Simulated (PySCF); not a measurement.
SnF, SMILES [F][Sn+] (connectivity only; charge and spin as stated), charge +1, multiplicity 1.

The structure is a stationary point at PBE0-D3(BJ)/def2-TZVP. The spin state was assumed, not searched. The def2 effective core potentials stand for the cores of Sn; spin–orbit coupling is left out.

All values below come from TDA-B3LYP/def2-TZVPD (PySCF).

Vertical excitations; the highest root listed may be one member of a degenerate set.  State labels are in the subgroup C2v.

Computed excitation energies, oscillator strengths and character:
| state | symmetry | energy (eV) | λ (nm) | f | main pairs |
|---|---|---|---|---|---|
| S1 | B1 | 5.98 | 207 | 0.108 | HOMO→LUMO (degenerate set) |
| S2 | B2 | 5.98 | 207 | 0.108 | HOMO→LUMO+1 (degenerate set) |
| S3 | A2 | 6.21 | 200 | 0.000 | HOMO−2→LUMO+1 50 %, HOMO−1→LUMO 50 % |
| S4 | A2 | 6.32 | 196 | 0.000 | HOMO−1→LUMO, HOMO−2→LUMO+1 (degenerate set) |
| S5 | A1 | 6.32 | 196 | 0.000 | HOMO−2→LUMO, HOMO−1→LUMO+1 (degenerate set) |
| S6 | A1 | 7.32 | 169 | 0.001 | HOMO−1→LUMO+1 38 %, HOMO−2→LUMO 38 %, HOMO→LUMO+2 22 % |
| S7 | B1 | 9.02 | 137 | 0.006 | HOMO−2→LUMO+2 (degenerate set) |
| S8 | B2 | 9.02 | 137 | 0.006 | HOMO−1→LUMO+2 (degenerate set) |
| S9 | A1 | 10.26 | 121 | 1.144 | HOMO→LUMO+2 71 % |
| S10 | B1 | 10.48 | 118 | 0.509 | HOMO−3→LUMO 91 % |
| T1 | B1 | 4.68 | 265 | 0 | HOMO→LUMO (degenerate set) |
| T2 | B2 | 4.68 | 265 | 0 | HOMO→LUMO+1 (degenerate set) |
| T3 | A1 | 5.85 | 212 | 0 | HOMO−2→LUMO 50 %, HOMO−1→LUMO+1 50 % |
| T4 | A2 | 6.00 | 207 | 0 | HOMO−2→LUMO+1 50 %, HOMO−1→LUMO 50 % |
Triplets are in the Tamm–Dancoff approximation.
